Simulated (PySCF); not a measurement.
How methods differ on the ionisation energy of Kr⁺

Kr⁺ [Ar] 3d10 4s2 4p5 (2P) → Kr²⁺ [Ar] 3d10 4s2 4p4 (3P), as a difference of total energies. Calculation: PySCF 2.14, in x2c-TZVPall (6s5p4d1f, 48 functions); scalar relativity by spin-free X2C-1e. Correlated levels: valence: [Ar] 3d10 frozen. The calculations carry no spin-orbit coupling.

| method | ionisation energy (eV) | difference from reference (eV) |
| --- | --- | --- |
| UHF | 23.252 | -1.108 |
| LDA | 24.632 | +0.272 |
| MN15 | 24.284 | -0.076 |
| MP2 (valence) | 24.075 | -0.285 |
| SCS-MP2 (valence) | 24.072 | -0.288 |
| CCSD (valence) | 24.081 | -0.279 |
| CCSD(T) (valence) | 24.110 | -0.250 |

Reference: 24.360 eV (measured; NIST Atomic Spectra Database, ionization energies).

The reference lies between the lowest fine-structure levels, while these numbers refer to the centres of the terms.

Errors of the correlated levels include the incompleteness of this basis and the frozen core.
